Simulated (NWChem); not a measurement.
# Correlation energy of CBr

```
Br
C 1 1.8164
```
Charge 0, spin multiplicity 2.

Everything below was run with NWChem. All single points use one geometry, from UPBE0/def2-SVP, a minimum by its harmonic frequencies.

Basis set: def2-TZVP. Each correlation energy counts from its own Hartree-Fock reference.

The Hamiltonian is non-relativistic. The correlated methods keep 10 core orbitals frozen. This spin state was chosen for the runs; another may lie lower. The structure started from a generated list of species. The unpaired electrons of the parent sit in orbitals of symmetry b1 (C2v labels of the run); other states weren't searched. The stability of the SCF solutions was not checked. Open-shell Hartree-Fock references start from PBE0 orbitals. Coupled-cluster values serve here as a point of comparison, not as the truth.

Problem. One of these methods gave a correlation energy of -417.0 mHa. Which?
A. UMP2
B. SCS-UMP2
C. CCSD(T) on UHF
D. CCSD on ROHF

Solution. C, CCSD(T) on UHF. The others give -404.9 (CCSD on ROHF), -360.3 (SCS-UMP2), -378.4 (UMP2).
